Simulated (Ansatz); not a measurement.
Basis-set extrapolation for CH3AlF2Si (PBE0-D4/def2-TZVP geometry, frozen core, Ansatz). Multiplicity 1, RHF reference.

|  | def2-TZVPP | def2-QZVPP |
| --- | --- | --- |
| HF | -769.461211 | -769.488535 |
| MP2 correlation | -0.850921 | -0.924791 |
| CCSD(T) correlation | -0.912615 | not run |

Energies in hartree. Use E(X) = E(∞) + A·exp(−7.88·√X) for Hartree–Fock and E(X) = E(∞) + B·X^(−2.97) for correlation, with X = 3 and 4, and add CCSD(T) minus MP2 of the smaller set to the MP2 limit.

Q: What is the CCSD(T) energy at the basis-set limit?

A: HF limit: -769.488535 + (-0.027324) × 0.13774 = -769.49230. MP2 limit: -0.924791 + (-0.073870) × 0.74074 = -0.97951. Higher-order term: -0.912615 − (-0.850921) = -0.06169. Total: -770.53350 hartree, 100.2 kcal/mol below CCSD(T)/def2-TZVPP.
